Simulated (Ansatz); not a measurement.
A short molecular-dynamics run on Br3HSi, SMILES `Br[SiH](Br)Br`.

```yaml
crystal:
  periodic: [false, false, false]
  atoms:
    - {symbol: Br, position_ang: [1.170684, -1.220320, 1.354512]}
    - {symbol: Si, position_ang: [-0.085864, 0.043478, 0.067223]}
    - {symbol: Br, position_ang: [1.138549, 1.611055, -0.869128]}
    - {symbol: Br, position_ang: [-1.044562, -1.185216, -1.483412]}
    - {symbol: H, position_ang: [-1.129008, 0.677303, 0.889404]}
basis:
  gaussian: {orbitals: def2-SVP}
hamiltonian: {xc: {name: r2SCAN}}
md: {timestep: 1 fs, n_steps: 30, ensemble: nvt_nose_hoover, temperature: 700, initial_velocities: maxwell_boltzmann, seed: 440}
```

```sh
$ ansatz run in.yaml --threads 4 --pin off --events-out ev --progress --plain --max-ram 10444MiB
```

```tsv
step	time (fs)	potential energy (eV)	kinetic (eV)	T (K)	conserved (eV)
0	0.0	-218007.4841	0.2714	700	-218007.2126
1	1.0	-218007.4851	0.2725	703	-218007.2126
2	2.0	-218007.4799	0.2676	690	-218007.2123
3	3.0	-218007.4721	0.2600	671	-218007.2121
4	4.0	-218007.4659	0.2540	655	-218007.2119
5	5.0	-218007.4636	0.2517	649	-218007.2119
6	6.0	-218007.4646	0.2525	651	-218007.2122
7	7.0	-218007.4657	0.2533	653	-218007.2124
8	8.0	-218007.4629	0.2504	646	-218007.2126
9	9.0	-218007.4541	0.2417	623	-218007.2124
10	10.0	-218007.4413	0.2293	591	-218007.2121
11	11.0	-218007.4299	0.2182	563	-218007.2118
12	12.0	-218007.4245	0.2129	549	-218007.2118
13	13.0	-218007.4253	0.2134	550	-218007.2121
14	14.0	-218007.4275	0.2153	555	-218007.2124
15	15.0	-218007.4259	0.2137	551	-218007.2125
16	16.0	-218007.4188	0.2068	533	-218007.2124
17	17.0	-218007.4083	0.1966	507	-218007.2121
18	18.0	-218007.3985	0.1872	483	-218007.2119
19	19.0	-218007.3930	0.1818	469	-218007.2118
20	20.0	-218007.3923	0.1811	467	-218007.2120
21	21.0	-218007.3945	0.1832	472	-218007.2122
22	22.0	-218007.3955	0.1840	475	-218007.2125
23	23.0	-218007.3915	0.1802	465	-218007.2125
24	24.0	-218007.3819	0.1709	441	-218007.2123
25	25.0	-218007.3700	0.1595	411	-218007.2120
26	26.0	-218007.3613	0.1511	390	-218007.2118
27	27.0	-218007.3586	0.1485	383	-218007.2119
28	28.0	-218007.3600	0.1498	386	-218007.2122
29	29.0	-218007.3606	0.1503	388	-218007.2125
30	30.0	-218007.3569	0.1468	379	-218007.2124
```

Velocities are drawn at the set temperature; a run this short doesn't reach equilibrium.

Frames (Å, forces in eV/Å):

```xyz
5
time=0.0 fs
Br    1.171   -1.220    1.355    0.146   -0.149    0.161
Si   -0.086    0.043    0.067   -0.066    0.040    0.052
Br    1.139    1.611   -0.869    0.142    0.193   -0.108
Br   -1.045   -1.185   -1.483   -0.122   -0.145   -0.183
H    -1.129    0.677    0.889   -0.100    0.061    0.079
5
time=1.0 fs
Br    1.174   -1.220    1.358    0.117   -0.144    0.134
Si   -0.090    0.040    0.070   -0.201    0.234    0.200
Br    1.139    1.610   -0.870    0.094    0.136   -0.077
Br   -1.047   -1.184   -1.487   -0.116   -0.123   -0.132
H    -1.133    0.691    0.911    0.105   -0.104   -0.125
5
time=2.0 fs
Br    1.177   -1.219    1.361    0.088   -0.137    0.106
Si   -0.094    0.037    0.073   -0.295    0.404    0.321
Br    1.139    1.609   -0.870    0.047    0.080   -0.045
Br   -1.049   -1.183   -1.492   -0.109   -0.101   -0.082
H    -1.135    0.703    0.932    0.269   -0.246   -0.300
5
time=3.0 fs
Br    1.180   -1.218    1.364    0.057   -0.130    0.079
Si   -0.098    0.034    0.077   -0.326    0.533    0.392
Br    1.139    1.608   -0.871    0.000    0.026   -0.014
Br   -1.051   -1.182   -1.496   -0.101   -0.080   -0.032
H    -1.136    0.713    0.950    0.369   -0.348   -0.425
5
time=4.0 fs
Br    1.184   -1.217    1.368    0.027   -0.121    0.051
Si   -0.102    0.031    0.080   -0.286    0.610    0.402
Br    1.139    1.607   -0.871   -0.045   -0.027    0.017
Br   -1.053   -1.181   -1.500   -0.092   -0.058    0.018
H    -1.132    0.720    0.964    0.397   -0.403   -0.489
5
time=5.0 fs
Br    1.187   -1.217    1.371   -0.005   -0.112    0.024
Si   -0.107    0.028    0.084   -0.175    0.632    0.347
Br    1.139    1.607   -0.872   -0.089   -0.077    0.048
Br   -1.055   -1.180   -1.504   -0.082   -0.037    0.068
H    -1.125    0.722    0.973    0.352   -0.406   -0.487
5
time=6.0 fs
Br    1.190   -1.216    1.374   -0.037   -0.101   -0.004
Si   -0.111    0.025    0.087    0.004    0.597    0.226
Br    1.140    1.606   -0.872   -0.132   -0.124    0.079
Br   -1.057   -1.178   -1.508   -0.071   -0.015    0.118
H    -1.115    0.721    0.977    0.236   -0.357   -0.419
5
time=7.0 fs
Br    1.194   -1.215    1.378   -0.069   -0.089   -0.031
Si   -0.116    0.023    0.091    0.243    0.510    0.044
Br    1.140    1.605   -0.873   -0.174   -0.168    0.109
Br   -1.059   -1.177   -1.512   -0.058    0.006    0.168
H    -1.102    0.717    0.978    0.058   -0.259   -0.290
5
time=8.0 fs
Br    1.197   -1.215    1.381   -0.102   -0.076   -0.058
Si   -0.120    0.021    0.095    0.523    0.381   -0.184
Br    1.140    1.604   -0.874   -0.214   -0.210    0.138
Br   -1.061   -1.176   -1.516   -0.044    0.028    0.217
H    -1.088    0.710    0.976   -0.163   -0.122   -0.113
5
time=9.0 fs
Br    1.200   -1.214    1.384   -0.134   -0.062   -0.084
Si   -0.124    0.019    0.098    0.812    0.233   -0.431
Br    1.140    1.603   -0.874   -0.252   -0.248    0.167
Br   -1.063   -1.175   -1.520   -0.029    0.048    0.266
H    -1.077    0.702    0.972   -0.397    0.029    0.082
5
time=10.0 fs
Br    1.203   -1.213    1.387   -0.167   -0.047   -0.110
Si   -0.128    0.017    0.102    1.064    0.099   -0.652
Br    1.140    1.602   -0.875   -0.288   -0.283    0.196
Br   -1.065   -1.174   -1.524   -0.013    0.068    0.312
H    -1.069    0.694    0.970   -0.596    0.164    0.254
5
time=11.0 fs
Br    1.207   -1.213    1.391   -0.199   -0.032   -0.135
Si   -0.132    0.015    0.105    1.227    0.017   -0.801
Br    1.140    1.601   -0.875   -0.322   -0.314    0.224
Br   -1.067   -1.173   -1.528    0.004    0.086    0.356
H    -1.066    0.687    0.969   -0.711    0.243    0.355
5
time=12.0 fs
Br    1.210   -1.212    1.394   -0.231   -0.015   -0.159
Si   -0.135    0.013    0.108    1.269    0.012   -0.844
Br    1.140    1.600   -0.876   -0.354   -0.343    0.251
Br   -1.069   -1.172   -1.532    0.023    0.102    0.397
H    -1.071    0.683    0.973   -0.707    0.243    0.354
5
time=13.0 fs
Br    1.213   -1.211    1.397   -0.261    0.002   -0.182
Si   -0.137    0.011    0.111    1.187    0.084   -0.782
Br    1.140    1.599   -0.876   -0.383   -0.368    0.278
Br   -1.071   -1.170   -1.536    0.042    0.116    0.435
H    -1.082    0.682    0.979   -0.585    0.165    0.251
5
time=14.0 fs
Br    1.216   -1.211    1.400   -0.291    0.020   -0.204
Si   -0.140    0.009    0.114    1.017    0.208   -0.646
Br    1.140    1.598   -0.876   -0.410   -0.389    0.303
Br   -1.073   -1.169   -1.540    0.062    0.128    0.470
H    -1.099    0.682    0.988   -0.377    0.033    0.077
5
time=15.0 fs
Br    1.219   -1.210    1.404   -0.320    0.038   -0.225
Si   -0.141    0.007    0.116    0.807    0.345   -0.484
Br    1.140    1.596   -0.877   -0.434   -0.408    0.327
Br   -1.075   -1.168   -1.543    0.082    0.139    0.502
H    -1.119    0.682    0.998   -0.135   -0.115   -0.121
5
time=16.0 fs
Br    1.222   -1.209    1.407   -0.349    0.057   -0.245
Si   -0.143    0.005    0.118    0.606    0.463   -0.338
Br    1.140    1.595   -0.877   -0.456   -0.423    0.350
Br   -1.077   -1.167   -1.547    0.104    0.148    0.532
H    -1.141    0.681    1.007    0.095   -0.246   -0.299
5
time=17.0 fs
Br    1.225   -1.209    1.410   -0.377    0.075   -0.265
Si   -0.144    0.004    0.120    0.445    0.541   -0.237
Br    1.140    1.594   -0.877   -0.475   -0.435    0.371
Br   -1.079   -1.166   -1.551    0.126    0.157    0.560
H    -1.162    0.678    1.012    0.281   -0.339   -0.431
5
time=18.0 fs
Br    1.228   -1.208    1.413   -0.404    0.094   -0.284
Si   -0.146    0.002    0.122    0.343    0.570   -0.194
Br    1.139    1.592   -0.877   -0.492   -0.444    0.391
Br   -1.081   -1.164   -1.554    0.148    0.165    0.587
H    -1.180    0.671    1.014    0.404   -0.385   -0.501
5
time=19.0 fs
Br    1.231   -1.207    1.416   -0.430    0.113   -0.302
Si   -0.147    0.001    0.124    0.310    0.545   -0.215
Br    1.139    1.591   -0.878   -0.506   -0.450    0.410
Br   -1.083   -1.163   -1.558    0.171    0.172    0.612
H    -1.195    0.661    1.011    0.455   -0.381   -0.505
5
time=20.0 fs
Br    1.234   -1.207    1.419   -0.456    0.133   -0.320
Si   -0.148    0.000    0.125    0.350    0.470   -0.298
Br    1.139    1.590   -0.878   -0.519   -0.454    0.427
Br   -1.085   -1.162   -1.561    0.195    0.179    0.635
H    -1.205    0.647    1.003    0.430   -0.327   -0.444
5
time=21.0 fs
Br    1.237   -1.206    1.422   -0.481    0.152   -0.337
Si   -0.149   -0.001    0.127    0.461    0.348   -0.440
Br    1.138    1.588   -0.878   -0.529   -0.455    0.442
Br   -1.087   -1.161   -1.564    0.218    0.184    0.656
H    -1.210    0.630    0.990    0.331   -0.229   -0.321
5
time=22.0 fs
Br    1.240   -1.205    1.425   -0.505    0.171   -0.354
Si   -0.150   -0.002    0.129    0.635    0.190   -0.628
Br    1.138    1.587   -0.878   -0.538   -0.454    0.456
Br   -1.089   -1.159   -1.568    0.241    0.188    0.675
H    -1.213    0.611    0.975    0.167   -0.095   -0.148
5
time=23.0 fs
Br    1.242   -1.204    1.428   -0.529    0.189   -0.371
Si   -0.150   -0.002    0.130    0.850    0.011   -0.843
Br    1.137    1.585   -0.878   -0.544   -0.450    0.468
Br   -1.091   -1.158   -1.571    0.264    0.191    0.691
H    -1.214    0.591    0.958   -0.042    0.059    0.055
5
time=24.0 fs
Br    1.245   -1.204    1.431   -0.551    0.207   -0.387
Si   -0.150   -0.003    0.131    1.065   -0.162   -1.048
Br    1.136    1.583   -0.878   -0.547   -0.443    0.478
Br   -1.093   -1.157   -1.574    0.287    0.191    0.703
H    -1.216    0.572    0.942   -0.254    0.207    0.254
5
time=25.0 fs
Br    1.247   -1.203    1.434   -0.571    0.223   -0.403
Si   -0.150   -0.004    0.131    1.225   -0.299   -1.202
Br    1.135    1.582   -0.878   -0.547   -0.434    0.485
Br   -1.094   -1.155   -1.577    0.308    0.191    0.713
H    -1.220    0.554    0.928   -0.415    0.320    0.407
5
time=26.0 fs
Br    1.250   -1.202    1.436   -0.589    0.237   -0.418
Si   -0.150   -0.004    0.132    1.275   -0.377   -1.268
Br    1.135    1.580   -0.877   -0.544   -0.422    0.489
Br   -1.096   -1.154   -1.580    0.328    0.188    0.720
H    -1.228    0.540    0.918   -0.471    0.373    0.477
5
time=27.0 fs
Br    1.252   -1.201    1.439   -0.604    0.250   -0.432
Si   -0.149   -0.005    0.132    1.191   -0.385   -1.231
Br    1.134    1.578   -0.877   -0.537   -0.408    0.489
Br   -1.098   -1.152   -1.583    0.348    0.185    0.724
H    -1.240    0.529    0.913   -0.398    0.358    0.450
5
time=28.0 fs
Br    1.255   -1.200    1.442   -0.618    0.260   -0.446
Si   -0.148   -0.006    0.131    0.989   -0.336   -1.106
Br    1.133    1.576   -0.877   -0.526   -0.390    0.486
Br   -1.100   -1.151   -1.586    0.365    0.180    0.727
H    -1.256    0.521    0.912   -0.211    0.287    0.339
5
time=29.0 fs
Br    1.257   -1.199    1.444   -0.629    0.267   -0.459
Si   -0.146   -0.008    0.130    0.717   -0.257   -0.930
Br    1.132    1.574   -0.876   -0.512   -0.370    0.479
Br   -1.101   -1.149   -1.588    0.381    0.175    0.728
H    -1.275    0.517    0.914    0.042    0.185    0.182
5
time=30.0 fs
Br    1.259   -1.198    1.447   -0.638    0.273   -0.472
Si   -0.144   -0.009    0.129    0.435   -0.174   -0.744
Br    1.131    1.572   -0.876   -0.494   -0.348    0.469
Br   -1.103   -1.148   -1.591    0.395    0.169    0.729
H    -1.292    0.514    0.918    0.302    0.080    0.018
```

Hardware: 4 threads of an Intel Xeon Platinum 8488C on a shared host. Wall time 54 s, peak host memory 0.42 GiB.
